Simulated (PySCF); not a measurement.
C8H11 (SMILES [C]1=CCCC=CCC1), doublet, geometry from GFN2-xTB. Base run: B3LYP/STO-3G run with PySCF.

The PySCF input:
```python
from pyscf import gto, scf, dft

mol = gto.Mole()
mol.atom = '''
    C    -0.68815944    1.44991700    0.00095012
    C     0.56583363    1.73356518    0.08871167
    C     1.79109929    0.82554795    0.02487085
    C     1.50500812   -0.60403953   -0.43816026
    C     0.68712500   -1.36153488    0.56004900
    C    -0.63005444   -1.50643390    0.52504570
    C    -1.52106882   -0.88989058   -0.50082297
    C    -1.84058581    0.59003881   -0.12756873
    H     0.86302146    2.77101086    0.24522411
    H     2.24134249    0.80682351    1.02225618
    H     2.51200778    1.28723892   -0.65609232
    H     0.99788479   -0.56333120   -1.40313238
    H     2.46151711   -1.11561175   -0.57772975
    H     1.24644255   -1.80315380    1.37471746
    H    -1.12555719   -2.05542199    1.31466840
    H    -1.05287984   -0.90382031   -1.48591503
    H    -2.46618753   -1.43242675   -0.56048331
    H    -2.38269051    0.59355470    0.82431665
    H    -2.51008613    0.99211757   -0.89628244
'''
mol.basis = 'sto-3g'
mol.spin = 1
mol.verbose = 4
mol.build()

mf = dft.UKS(mol)
mf.xc = 'b3lyp'
mf.kernel()
```

The base run was repeated with changes; each row names its change, and settings that it needs were set with it.

```tsv
change	E (Eh)	HOMO (eV)	dipole (D)	<S^2>	core-seconds (rough)	outcome
base	-307.57478	-3.14	0.42	0.763	20	converged
functional = pbe0; dispersion = d3bjm	-307.26702	-3.45	0.41	0.768	20	converged
functional = pbe	-307.15971	-1.87	0.39	0.759	20	converged
functional = b97-1	-307.50856	-3.09	0.42	0.766	20	converged
functional = pbe; dispersion = d3bj	-307.17918	-1.87	0.39	0.759	20	converged
functional = b3lyp; dispersion = d4	-307.60469	-3.14	0.42	0.763	20	converged
functional = tpss	-307.69918	-2.19	0.40	0.763	40	converged
functional = bhandhlyp	-307.40264	-4.89	0.44	0.783	20	converged
functional = pbe0	-307.24495	-3.45	0.41	0.768	20	converged
functional = wb97x_v	-	-	-	-	-	cut at the time limit
functional = revpbe	-307.51363	-1.91	0.39	0.760	20	converged
functional = hf	-305.54256	-7.45	0.35	1.052	2	converged
functional = wb97x	-307.55754	-5.81	0.42	0.772	40	converged
```

Total energies compare only within one method and basis.

Open shells are given as the SCF converged; they aren't shown to be the lowest states, and a large step between rows can be another state.
